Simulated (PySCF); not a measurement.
**Computed data sheet: `[SiH2]([SiH2]C#C)[SiH2][SiH2]C`**

Species: C₃H₁₂Si₄.
Cartesian coordinates in Å at the GFN2-xTB level; atoms count from 1:
```
atom  x, y, z in Å
C1     4.4597   -0.0745    1.1456
C2     3.7777   -0.5365    0.2695
Si3    2.6865   -1.2147   -1.0631
Si4    0.6145   -0.1712   -0.9702
Si5   -0.9853   -1.0428    0.4736
Si6   -2.6412    0.3776    1.2601
C7    -2.9159    1.7902    0.0190
H8     5.0661    0.3207    1.9099
H9     2.6071   -2.6627   -0.8134
H10    3.4464   -1.0328   -2.3101
H11    0.8251    1.2538   -0.6537
H12    0.0614   -0.1227   -2.3374
H13   -1.5938   -2.2134   -0.1856
H14   -0.2802   -1.6439    1.6202
H15   -3.9478   -0.2613    1.4833
H16   -2.2723    0.9906    2.5456
H17   -3.2611    1.4138   -0.9401
H18   -1.9978    2.3434   -0.1595
H19   -3.6589    2.4956    0.3788
```

Among its groups: alkyne, Si–H bond and C–Si bond.

From GFN2-xTB geometry:

- Point group of the GFN2-xTB geometry: C1
- Rotational constants A, B, C of the GFN2-xTB geometry: 2.218, 0.426, 0.412 GHz

PBE0/pcSseg-1 ground state and GIAO shieldings, non-relativistic (PySCF):

* Dipole moment: 0.78 D
* HOMO energy: -7.86 eV
* LUMO energy: -0.98 eV
* HOMO–LUMO gap: 6.88 eV
* Lowest Hirshfeld atomic charge: -0.21 e on C7
* Highest Hirshfeld atomic charge: +0.27 e on Si3
* 13C chemical shifts (computed TMS as zero) by class: 106.4 (C1), 84.5 (C2), -8.6 (C7) ppm
* 1H chemical shifts (computed TMS as zero) by class: 4.47 (H9/H10), 4.12 (H15/H16), 3.42 (H11/H12), 3.41 (H13/H14), 1.95 (H8), 0.22 (H17/H18/H19) ppm
* Isotropic shieldings of nuclei other than C and H, by class: 425 (Si6), 446 (Si3), 476 (Si4), 480 (Si5) ppm
* Mayer bond orders between heavy atoms: C1–C2 2.56, C2–Si3 0.92, Si3–Si4 0.89, Si4–Si5 0.87, Si5–Si6 0.89, Si6–C7 0.96

Monoisotopic mass from the formula: 160.0016 u.

In atomic units the dipole is 0.31 e·bohr (1 au = 2.5417 D). With B = h/(8π²I), that is 505.379 GHz u Å² over I, the principal moments of inertia are 227.9, 1186.9 and 1227.4 u Å² (most abundant isotopes). A dipole of 0.78 D is allowed in C1, and pure rotational transitions are dipole-allowed. The rotational constants make it an asymmetric top with κ = (2B − A − C)/(A − C) = -0.98, nearer the prolate limit (−1).

Geometry: GFN2-xTB, one conformer, isolated molecule. NMR classes are plain means over equivalent atoms (diastereotopic ones count apart unless rotation or inversion swaps them), as if these changed places fast; in this geometry the members of some classes differ.

For the NMR shielding job (PBE0/pcSseg-1), time: 56 s (grids of density and orbitals included); peak memory 0.94 GiB. Hardware: one thread of an Arm Neoverse V1, no GPU, on a shared host.
